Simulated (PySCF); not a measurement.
Level of theory: ωB97X-D3(BJ)/def2-TZVP // PBE0-D3(BJ)/def2-SVP (PySCF 2.14.0). All species are isolated molecules in the gas phase. Excitations are Tamm–Dancoff values on a coarser integration grid. The basis has no diffuse functions, so Rydberg states are missing or too high.

Reference species (SMILES): `c1cc2sc(cc2cc1Cl)[SiH3]` (neutral, multiplicity 1).

| Quantity | Result |
|---|---|
| dipole moment | 0.97 D |
| brightest of the four lowest singlets (TDA) | 6.06 eV |
| HOMO | -8.70 eV |

Changed species: `[SiH3]c1cc(Cl)c2ccsc2c1`.

**Question.** What does the change do to the dipole moment, brightest of the four lowest singlets (TDA) and HOMO?

**Answer.** the dipole moment goes up by 0.20 D, to 1.17 D; the brightest of the four lowest singlets (TDA) rises by 0.06 eV, to 6.12 eV; the HOMO increases by 0.09 eV, to -8.61 eV.
